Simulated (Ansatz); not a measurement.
`[SH][Ga]([Br])[Br]` and `[OH][Ga]([Br])[Br]` differ in one element.

Ansatz, PBE0-D4/def2-TZVP geometries, multiplicity 1. Each molecule was computed in one conformer, which needn't be the lowest.

Scalar relativity is left out up to krypton. Spin–orbit coupling is left out; it splits and shifts lone-pair levels of the heavy atoms by tenths of an eV.

```json
{"property": "HOMO–LUMO gap (ωB97M-V/def2-TZVPP) / eV", "`[SH][Ga]([Br])[Br]`": "10.53"}
{"property": "HOMO energy (B3LYP/def2-TZVPP) / eV", "`[SH][Ga]([Br])[Br]`": "-7.99"}
{"property": "LUMO energy (PBE0/def2-TZVPP) / eV", "`[SH][Ga]([Br])[Br]`": "-1.79"}
{"property": "LUMO energy (B3LYP/def2-TZVPP) / eV", "`[SH][Ga]([Br])[Br]`": "-2.09"}
{"property": "ideal-gas entropy at 298 K and 1 bar (rigid rotor, harmonic PBE0-D4/def2-TZVP) / J/(mol·K)", "`[SH][Ga]([Br])[Br]`": "373"}
{"property": "HOMO–LUMO gap (PBE/def2-TZVPP) / eV", "`[SH][Ga]([Br])[Br]`": "4.35"}
```

(1) What does the change do to each property? (Best estimate.)

## Answers

(1) Ansatz gave: 
```tsv
property	`[OH][Ga]([Br])[Br]`	shift
HOMO–LUMO gap (ωB97M-V/def2-TZVPP) / eV	11.06	0.53
HOMO energy (B3LYP/def2-TZVPP) / eV	-8.45	-0.46
LUMO energy (PBE0/def2-TZVPP) / eV	-1.76	0.03
LUMO energy (B3LYP/def2-TZVPP) / eV	-2.09	0.00
ideal-gas entropy at 298 K and 1 bar (rigid rotor, harmonic PBE0-D4/def2-TZVP) / J/(mol·K)	358	-15
HOMO–LUMO gap (PBE/def2-TZVPP) / eV	4.75	0.40
```

Positive LUMOs are unbound, so they and the gaps depend on the basis.

B3LYP here is the variant with VWN-RPA as its local correlation; programs differ in this.
